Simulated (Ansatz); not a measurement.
Energy needed to pull apart H2TeSeO (SMILES O[Se][TeH]), closed shell, into free ground-state atoms, from the structure below (displaced at random from a GFN2-xTB minimum); no zero-point or spin–orbit terms; open-shell atoms are treated unrestricted, in their ground-state multiplicity.

```
5
angstrom
O -1.2041 -0.6345 -0.7248
Se -0.5477 -0.3806 0.9102
Te 1.3420 1.1544 0.5166
H -1.9811 -0.0345 -0.9093
H 2.4248 -0.0654 0.1383
```

Computed with Ansatz 0.2.0 (basis: def2-TZVPP); correlated methods freeze the cores. Filled d shells of the heavier atoms are correlated. Core potentials replace the inner electrons of the atoms past krypton. The def2 sets are not built for correlating such inner shells, so the correlated values are less sure here.

```tsv
method	atomization energy (kJ/mol)
PBE-D4	1303
BLYP-D4	1271
r2SCAN-D4	1245
PBE0-D4	1229
CAM-B3LYP-D4	1224
wB97M-V	1221
HF	647
MP2	?
CCSD	?
CCSD(T)	1184
```

Q: What does CCSD give? (To be estimated.)

A: By the calculation: 1141 kJ/mol, which is about 43 kJ/mol less than CCSD(T)/def2-TZVPP.

Q: What does MP2 give? (Judge from chemistry; the value comes from the calculation.)

A: By the calculation: 1212 kJ/mol, which is about 28 kJ/mol more than CCSD(T)/def2-TZVPP.

In triple zeta the MP2 and coupled-cluster atomization energies are still short of their basis limit by a few kcal/mol a bond, whereas those of the functionals are nearly converged, so these differences are not deviations from converged CCSD(T).

No T1 diagnostic of these runs exceeds 0.013.

For scale, one of the runs: CCSD(T)/def2-TZVPP forces, 157 basis functions (an equivalent command: `ansatz run in.yaml --threads 4`). Hardware: 4 CPU threads, shared host. Wall time 4.7 min; peak host memory 2.3 GiB.
